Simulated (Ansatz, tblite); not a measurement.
Removing an electron: Cu(AsH3)Me (CH₆AsCu). Charge 0, multiplicity 1. Geometry: B3LYP-D4/def2-SVP. Ansatz, gas phase; energy differences of separate SCF runs; the oxidised species was run as a doublet alone.

```csv
atom,x (Å),y (Å),z (Å)
Cu1,-0.063,-0.020,0.306
As2,0.442,0.119,-1.987
H3,-0.247,-0.793,-2.987
H4,1.855,-0.121,-2.489
H5,0.211,1.410,-2.752
C6,-0.484,-0.132,2.185
H7,0.167,0.532,2.781
H8,-0.351,-1.160,2.565
H9,-1.531,0.164,2.378
```

The xTB rows come from tblite. Correlated methods freeze 19 core orbitals; core or outer-core shells of As are correlated, in sets that lack core-valence functions.

Problem. Estimate orbital energies and vertical ionisation energies at: GFN1-xTB; GFN2-xTB; HF/def2-TZVP; PBE-D4/def2-TZVP; r2SCAN-D4/def2-TZVP; PBE0-D4/def2-TZVP; MP2/def2-TZVP; CCSD/def2-TZVP; CCSD(T)/def2-TZVP.

Solution. 
```csv
level,−HOMO (eV),vertical IE (eV),−LUMO (eV),HOMO–LUMO gap (eV)
GFN1-xTB,10.07,13.05,7.14,2.93
GFN2-xTB,8.68,12.02,5.87,2.81
HF/def2-TZVP,8.01,6.27,-1.87,9.88
PBE-D4/def2-TZVP,4.80,7.93,1.31,3.49
r2SCAN-D4/def2-TZVP,4.84,7.78,1.13,3.71
PBE0-D4/def2-TZVP,5.77,7.77,0.51,5.27
MP2/def2-TZVP,–,8.09,–,–
CCSD/def2-TZVP,–,7.57,–,–
CCSD(T)/def2-TZVP,–,7.74,–,–
```

Relaxing the oxidised species (B3LYP-D4/def2-SVP) changes its energy by -0.20 eV at PBE-D4/def2-TZVP, so the adiabatic ionisation energy to this nearest minimum is 7.73 eV. At PBE0-D4/def2-TZVP it is 7.53 eV.   Raw xTB energy differences between charge states are shifted by several eV; the methods need an empirical correction for them.
